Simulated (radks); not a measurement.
Values are calculated unless marked as measured or tabulated.
All-electron atom: Pt2+ in [Xe] 4f14 5d8. Code: a radial shooting solver on a logarithmic mesh with Libxc functionals. Model: Dirac Kohn-Sham, PBE, spin-unpolarised, spherical densities, finite nucleus; open shells fill j = l - 1/2 first; Fermi nuclear charge, rms radius 5.427 fm.

Spin-orbit splittings of the eigenvalues, e(l+1/2) - e(l-1/2), with zeta = 2 splitting/(2l+1) and mean radii in bohr:

2p: occ. 6; splitting (eV) 1729; zeta (eV) 1153; <r> j=l-1/2 0.05906; <r> j=l+1/2 0.06749
3p: occ. 6; splitting (eV) 380.0; zeta (eV) 253.4; <r> j=l-1/2 0.1768; <r> j=l+1/2 0.1923
3d: occ. 10; splitting (eV) 81.92; zeta (eV) 32.77; <r> j=l-1/2 0.1676; <r> j=l+1/2 0.1723
4p: occ. 6; splitting (eV) 90.50; zeta (eV) 60.33; <r> j=l-1/2 0.4179; <r> j=l+1/2 0.4517
4d: occ. 10; splitting (eV) 16.83; zeta (eV) 6.733; <r> j=l-1/2 0.4617; <r> j=l+1/2 0.4729
4f: occ. 14; splitting (eV) 3.454; zeta (eV) 0.9869; <r> j=l-1/2 0.5125; <r> j=l+1/2 0.5198
5p: occ. 6; splitting (eV) 15.00; zeta (eV) 9.997; <r> j=l-1/2 1.033; <r> j=l+1/2 1.130
5d: occ. 8; splitting (eV) 1.499; zeta (eV) 0.5997; <r> j=l-1/2 1.528; <r> j=l+1/2 1.583
